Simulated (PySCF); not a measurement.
Cl4SW, multiplicity 1. Atoms are numbered in the order given.

```xyz
6

W      0.0000     0.0000     0.0930
S      0.0000     0.0000     2.2376
Cl     0.0000     0.0000    -2.3101
Cl     1.9739    -1.1396    -0.0670
Cl    -1.9739    -1.1396    -0.0670
Cl     0.0000     2.2792    -0.0670
```

The structure is a stationary point at B3LYP-D3(BJ)/def2-SVP. The spin state was assumed, not searched. The isomer is the one that the SMILES or the coordinates give; other isomers of the formula were not compared. The def2 effective core potentials stand for the cores of W; spin–orbit coupling is left out.

These are PySCF with ωB97X/def2-TZVP values and carry that method's errors.

ESP charges are fitted to the potential on shells at 1.4 to 2.0 van der Waals radii. Atomic charges (e):

| atom | Mulliken | Löwdin | ESP fit |
|---|---|---|---|
| W1 | 1.05 | -0.56 | 0.27 |
| S2 | -0.11 | 0.22 | -0.02 |
| Cl3 | -0.34 | -0.07 | -0.22 |
| Cl4 | -0.20 | 0.14 | -0.01 |
| Cl5 | -0.20 | 0.14 | -0.01 |
| Cl6 | -0.20 | 0.14 | -0.01 |
